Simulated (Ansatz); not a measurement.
The same path of AlCl$_{2}$H$_{2}$N (6 atoms, charge 0, multiplicity 1) was run twice with different band settings. The coordinate that changes most is the height of N1 over the plane of its neighbours.

Method: RKS PBE-D4/def2-SVP (Ansatz 0.2.0).

Relaxed end points:

```xyz
6
Properties=species:S:1:pos:R:3
N -0.152 1.013 -0.091
Al 0.118 -0.725 0.050
Cl 1.587 -1.457 1.368
Cl -1.030 -2.063 -1.099
H 0.364 1.724 0.432
H -0.844 1.445 -0.706
```

```xyz
6
Properties=species:S:1:pos:R:3
N -0.154 1.013 -0.090
Al 0.122 -0.725 0.048
Cl 1.592 -1.458 1.363
Cl -1.031 -2.064 -1.096
H -0.852 1.444 -0.700
H 0.365 1.725 0.428
```

Common settings: movable images 5; climbing image yes; spring 5.0 eV/Å²; start path IDPP; force threshold 0.05 eV/Å; iteration limit 60; end points relaxed.

| run | optimiser | largest step |
| --- | --- | --- |
| 1 | quadratic models (default) | default |
| 2 | lbfgs | 0.5 Å |

(1) What does each run give, and how far can it be trusted?

Answers

(1) Run 1: converged after 5 iterations, highest image 0.339 eV above the first end. A vibrational analysis at the climbing image gives 2 clearly imaginary modes (369i, 181i cm⁻¹): a point of higher order, so a lower path passes nearby.
Run 2: converged after 26 iterations, highest image 0.339 eV above the first end. Another band between the same ends (5 images) ends at a top of the same energy, where a vibrational analysis finds 2 clearly imaginary modes.
